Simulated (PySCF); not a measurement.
C₂H₁₂N₂Si₂, SMILES CN([SiH3])[Si@@H](C)N.

Geometry: ωB97X-D3(BJ)/def2-SVP. The structure was generated by enumeration; whether it is a known compound was not checked. One conformer was computed; it need not be the lowest.

Computed with PBE0/def2-TZVP (PySCF).

Gas-phase values at a fixed geometry.

Computed frontier levels, gap, dipole moment:
| Property | Result |
|---|---|
| highest occupied level | -6.65 eV |
| lowest empty level | 0.70 eV |
| orbital gap | 7.35 eV |
| dipole moment | 0.269 e·Å |
| quadrupole, principal values (traceless, Buckingham form, about the centre of nuclear charge) | -7.46, -0.28, 7.74 D·Å |
